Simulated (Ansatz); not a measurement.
Species: C2H3NO, SMILES `COC#N` (charge 0, multiplicity 1), formula C2H3NO.

**Question.** How many basis functions does frozen-core CCSD(T)/cc-pVTZ // B3LYP-D3(BJ)/def2-TZVP in Ansatz (an electronic-structure program) use, how many core orbitals are frozen, and how many electrons are correlated?

**Answer.** 162 basis functions and 4 frozen orbitals, which leaves 22 correlated electrons. Core time is of the order of seconds.
